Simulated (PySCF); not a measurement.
## Tin: a sound run and one with changed settings

Sound run: Sn [Kr] 4d10 5s2 5p2, Sn⁺ [Kr] 4d10 5s2 5p1. Computed with PySCF 2.14 in def2-TZVP with the def2 core potential (28 electrons) (6s5p3d2f, 50 functions), with scalar relativity through the core potential. In the sound run the correlated levels freeze 4s2 4p6 4d10 outside the core potential. The sound run starts from symmetry-adapted Hartree-Fock orbitals and uses a fine grid where one is needed.

A second run was set up differently.

| species | method | sound run (hartree) | changed run (hartree) | converged |
| --- | --- | --- | --- | --- |
| Sn | MP2 | -213.38292 | -213.34399 | yes |
| Sn | CCSD(T) | -213.39742 | -213.34580 | yes |

Ionisation energy of Sn:

```json
{"method": "UHF", "sound run (eV)": "6.854", "changed run (eV)": "6.854"}
{"method": "MP2", "sound run (eV)": "7.147", "changed run (eV)": "6.965"}
{"method": "SCS-MP2", "sound run (eV)": "7.083", "changed run (eV)": "6.891"}
{"method": "CCSD", "sound run (eV)": "7.179", "changed run (eV)": "7.014"}
{"method": "CCSD(T)", "sound run (eV)": "7.203", "changed run (eV)": "7.014"}
{"method": "CCSDT", "sound run (eV)": "n/a", "changed run (eV)": "7.014"}
{"method": "FCI", "sound run (eV)": "n/a", "changed run (eV)": "7.014"}
```

Problem. What was changed?
A. level shift left on
B. basis contracted for another Hamiltonian
C. a valence shell is frozen
D. all electrons correlated in a valence basis

Solution. C. Freezing a valence shell removes pair correlation that changes on ionisation.
